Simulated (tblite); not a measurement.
C2H6F4Si3.
SMILES with atom numbers: `[F:1][CH:2]([F:3])[C@:4]1([F:5])[SiH2:6][Si@@H:7]([F:8])[SiH2:9]1` (hydrogens: H10 on C2; H11, H12 on Si6; H13 on Si7; H14, H15 on Si9)

Cartesian coordinates in Å at the GFN2-xTB level; atoms count from 1:
```
atom  x, y, z in Å
F1    -1.4339   -1.2297    1.0126
C2    -1.8287   -0.1205    0.3206
F3    -2.3503    0.7114    1.2608
C4    -0.6419    0.4599   -0.4028
F5    -1.1611    1.3737   -1.3299
Si6    0.3755   -0.9826   -1.2826
Si7    1.9855   -0.5927    0.3733
F8     3.4579   -0.2458   -0.2248
Si9    0.6543    1.2839    0.8364
H10   -2.6519   -0.4087   -0.3492
H11    0.5899   -0.5299   -2.6592
H12   -0.4313   -2.2021   -1.3618
H13    2.3664   -1.5981    1.3623
H14    0.0802    1.5005    2.1627
H15    0.9851    2.5887    0.2598
```

All values are computed: GFN2-xTB (tblite) harmonic vibrations without scaling, gas phase. This tight-binding method is rough: wavenumbers can miss measured ones by several per cent, in bad cases by 10 to 20. Modes of hydrogen on silicon can be 10 to 20 % off. One conformer, not necessarily the lowest.

Harmonic wavenumbers (cm⁻¹): 31.6, 63.7, 108.2, 120.1, 156.7, 169.8, 235.0, 253.3, 277.3, 316.4, 347.5, 375.3, 386.4, 414.6, 428.4, 455.4, 501.4, 519.3, 530.3, 577.6, 612.0, 664.5, 689.0, 765.9, 778.0, 790.0, 801.9, 996.0, 1004.9, 1042.9, 1112.1, 1254.8, 1276.9, 2235.1, 2243.7, 2254.9, 2260.8, 2276.9, 2910.1.

A = 1517, B = 676.0, C = 651.4 MHz; mass 189.971 u (most abundant isotopes); point group C1, symmetry number 1.

What is the zero-point energy?

Half the sum of the wavenumbers: 16119 cm⁻¹ = 46.09 kcal/mol.

Entropy at 298.15 K, 1 bar (ideal gas, RRHO, classical rotation)?

Translation 41.66, rotation 30.55, vibration 38.44: S = 110.7 cal/(mol K).

And Cp and H(298.15 K) − H(0)?

Cp = 47.15 cal/(mol K), of which vibrations give 39.20 (their classical limit is 39 R = 77.5); H(298.15 K) − H(0) = 8.48 kcal/mol without the zero-point energy, 6.11 from vibrations.

How do the functions run with temperature in this model?

| T (K) | S (cal/(mol K)) | Cp (cal/(mol K)) | H − H(0) (kcal/mol) | G − H(0) (kcal/mol) | ln q(vib) |
| --- | --- | --- | --- | --- | --- |
| 150 | 84.6 | 29.4 | 2.70 | -9.98 | 3.91 |
| 250 | 102.8 | 42.3 | 6.32 | -19.37 | 7.36 |
| 400 | 125.7 | 55.0 | 13.70 | -36.57 | 12.49 |
| 600 | 149.9 | 64.5 | 25.73 | -64.23 | 18.73 |
| 900 | 177.8 | 72.4 | 46.40 | -113.58 | 26.75 |

q(vib) and H(0) count from the zero-point level.

Which modes carry the vibrational entropy at 298.15 K?

31.6 cm⁻¹: 5.73; 63.7 cm⁻¹: 4.34; 108.2 cm⁻¹: 3.30; 120.1 cm⁻¹: 3.10; 156.7 cm⁻¹: 2.59; 169.8 cm⁻¹: 2.44 cal/(mol K); the other 33 give 16.95 together.

What must be added to the electronic energy to get the Gibbs energy at 298.15 K and 1 bar?

ZPE + [H(298.15 K) − H(0)] − T·S = 46.09 + 8.48 − 32.99 = 21.58 kcal/mol.

Blend soft modes into free rotors: weight 1/[1 + (100 cm⁻¹/ν̃)⁴] for the oscillator and the rest for a rotor with moment μB/(μ + B), μ = h/(8π²ν), B = 10⁻⁴⁴ kg m². What vibrational entropy results?

35.48 cal/(mol K) in place of 38.44, which changes −T·S at 298.15 K by +0.88 kcal/mol.

Hindered rotation and anharmonicity are outside this model. Other conformers, if any are populated, would add a mixing term that is left out. The structure is chiral; the term R ln 2 for an equal mix with its mirror image is left out.
